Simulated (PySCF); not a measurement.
HBr₂ClOSi (SMILES O[Si](Cl)(Br)Br), singlet, at a GFN2-xTB geometry, atoms displaced at random by about 0.08 Å a coordinate; PySCF with DF-HF/STO-3G, gradient.

PySCF was given this input:
```python
from pyscf import gto, scf

mol = gto.M(
    atom='''
O    -1.66755329   -0.71114409   -1.20040787
Si   -0.47124130   -0.47455418    0.05451016
Cl   -0.66476911   -1.41719625    1.78130996
Br    1.42282920   -0.81561365   -0.95009510
Br   -0.40137696    1.80543313    0.48461477
H    -2.58994781   -0.56865133   -0.88486163
''',
    basis='sto-3g',
    verbose=4,
)

mf = scf.RHF(mol)
mf = mf.density_fit(auxbasis='def2-universal-jkfit')
mf.kernel()
g = mf.nuc_grad_method()
g.auxbasis_response = False
grad = g.kernel()
```

The log (banner, timings and long lists left out):

```
PySCF version 2.14.0

[INPUT] verbose = 4
[INPUT] num. atoms = 6
[INPUT] num. electrons = 110
[INPUT] charge = 0
[INPUT] spin (= nelec alpha-beta = 2S) = 0
[INPUT] symmetry False subgroup None
[INPUT] Mole.unit = angstrom
[INPUT] Symbol           X                Y                Z      unit          X                Y                Z       unit  Magmom
[INPUT]  1 O     -1.667553290000  -0.711144090000  -1.200407870000 AA   -3.151219016217  -1.343867565203  -2.268442112073 Bohr   0.0
[INPUT]  2 Si    -0.471241300000  -0.474554180000   0.054510160000 AA   -0.890516995584  -0.896777431468   0.103009273406 Bohr   0.0
[INPUT]  3 Cl    -0.664769110000  -1.417196250000   1.781309960000 AA   -1.256231553971  -2.678112777261   3.366187967360 Bohr   0.0
[INPUT]  4 Br     1.422829200000  -0.815613650000  -0.950095100000 AA    2.688757510034  -1.541286421957  -1.795419531291 Bohr   0.0
[INPUT]  5 Br    -0.401376960000   1.805433130000   0.484614770000 AA   -0.758492527111   3.411774151916   0.915789191219 Bohr   0.0
[INPUT]  6 H     -2.589947810000  -0.568651330000  -0.884861630000 AA   -4.894292037817  -1.074595274070  -1.672146138836 Bohr   0.0

nuclear repulsion = 829.736776994493
number of shells = 30
number of NR pGTOs = 180
number of NR cGTOs = 60
basis = sto-3g
ecp = {}

******** <class 'pyscf.df.df_jk.DFRHF'> ********
method = DFRHF
initial guess = minao
damping factor = 0
level_shift factor = 0
DIIS = <class 'pyscf.scf.diis.CDIIS'>
diis_start_cycle = 1
diis_space = 8
diis_damp = 0
SCF conv_tol = 1e-09
SCF conv_tol_grad = None
SCF max_cycles = 50
direct_scf = False
Set gradient conv threshold to 3.16228e-05
Initial guess from minao.
******** <class 'pyscf.df.df.DF'> ********
auxbasis = def2-universal-jkfit
init E= -5896.46316075582
  HOMO = -0.629014740322409  LUMO = -0.191736433444425  gap/eV = 11.89895
cycle= 1 E= -5903.90948760827  delta_E= -7.45  |g|= 0.605  |ddm|= 3.06
  HOMO = -0.285041415277735  LUMO = 0.142426910854541  gap/eV = 11.63201
cycle= 2 E= -5904.07527319064  delta_E= -0.166  |g|= 0.197  |ddm|= 1.52
  HOMO = -0.306070935875816  LUMO = 0.216641930612657  gap/eV = 14.22374
cycle= 3 E= -5904.09021904696  delta_E= -0.0149  |g|= 0.0332  |ddm|= 0.357
  HOMO = -0.32176151733803  LUMO = 0.222582200506626  gap/eV = 14.81235
cycle= 4 E= -5904.09094455523  delta_E= -0.000726  |g|= 0.00621  |ddm|= 0.0893
  HOMO = -0.322036403066302  LUMO = 0.220246013385414  gap/eV = 14.75626
cycle= 5 E= -5904.09097402364  delta_E= -2.95e-05  |g|= 0.00135  |ddm|= 0.0198
  HOMO = -0.322004878784653  LUMO = 0.220335374396851  gap/eV = 14.75783
cycle= 6 E= -5904.09097565141  delta_E= -1.63e-06  |g|= 0.000348  |ddm|= 0.00471
  HOMO = -0.322008348348431  LUMO = 0.220385881483839  gap/eV = 14.75930
cycle= 7 E= -5904.09097579308  delta_E= -1.42e-07  |g|= 0.000113  |ddm|= 0.00141
  HOMO = -0.322023919086373  LUMO = 0.220377282094183  gap/eV = 14.75949
cycle= 8 E= -5904.09097581054  delta_E= -1.75e-08  |g|= 2e-05  |ddm|= 0.000596
  HOMO = -0.322020484698885  LUMO = 0.220378423801048  gap/eV = 14.75943
cycle= 9 E= -5904.09097581101  delta_E= -4.78e-10  |g|= 3.4e-06  |ddm|= 0.000103
  HOMO = -0.32202081057669  LUMO = 0.220378134669498  gap/eV = 14.75943
Extra cycle  E= -5904.09097581104  delta_E= -2.46e-11  |g|= 1.52e-06  |ddm|= 9.31e-06
converged SCF energy = -5904.09097581104

******** <class 'pyscf.df.grad.rhf.Gradients'> for <class 'pyscf.df.df_jk.DFRHF'> ********
unit = Eh/Bohr
--------------- DFRHF gradients ---------------
         x                y                z
0 O    -0.0396838559     0.0050440851    -0.0323516618
1 Si     0.0310427329    -0.0852086405     0.0842209145
2 Cl     0.0106358505     0.0330896885    -0.0464877234
3 Br    -0.0112213521     0.0130819895     0.0049697205
4 Br     0.0078917644     0.0365730006     0.0023414804
5 H    -0.0008830919    -0.0024409285    -0.0103512654
----------------------------------------------
```
